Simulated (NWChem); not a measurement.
SiBrCl, singlet; SMILES Br[Si]Cl

Results from NWChem. Low-valent species are run as closed-shell singlets; no triplet was tried in these runs. The geometry was optimised at PBE0/def2-SVP. Ions are spin-unrestricted doublets at the neutral geometry; other ion states weren't tried.

Predict the results for PBE/def2-SVP. Quantities: vertical ionisation energy, ΔSCF (eV); −ε(HOMO) (eV).


```json
{
 "vertical ionisation energy, ΔSCF (eV)": "9.56",
 "−ε(HOMO) (eV)": "6.46"
}
```
